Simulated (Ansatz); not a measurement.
Li3H3S3⁻, that is (LiSH)3 ring with one electron more. Charge -1, multiplicity 2. Geometry r2SCAN-D4/def2-SVP, that of the neutral singlet; atoms count from 1.

```xyz
9

Li    0.5624    0.8159    1.7043
S     2.4977    0.2704    0.5419
Li    1.3684   -0.7993   -1.1841
S    -0.7077   -1.3682   -2.0590
Li   -1.8993   -0.4468   -0.2911
S    -1.7565    0.7161    1.7124
H     2.6791    1.4615   -0.0739
H    -0.8293   -0.3282   -2.9162
H    -1.9148   -0.3213    2.5658
```

The highest occupied level of the charge -1 doublet lies above zero (up to 0.90 eV). Energy differences put its binding near zero (-0.03 eV; vertical, to the charge 0 singlet, at PBE0-D4/def2-TZVPD), which leaves it undecided.

(1) Estimate the Mulliken populations from the PBE0/def2-TZVPD orbitals of Ansatz.

(2) Where does the spin sit?

Answers

(1) 
```
atom  charge (e)  spin (α − β)
 Li1        0.34          0.62
  S2       -0.89         -0.34
 Li3        0.34          0.63
  S4       -0.89         -0.33
 Li5        0.34          0.62
  S6       -0.89         -0.34
  H7        0.22          0.05
  H8        0.22          0.05
  H9        0.22          0.04
```
Mulliken values and Mayer orders depend strongly on the basis. With diffuse functions, as here, like atoms can get unlike values, and bond orders can come out too low or too high.

(2) Summed by element: Li 1.87, S -1.01, H 0.13, of 1 unpaired in all. Largest on single atoms: Li3 0.63, Li5 0.62, Li1 0.62.
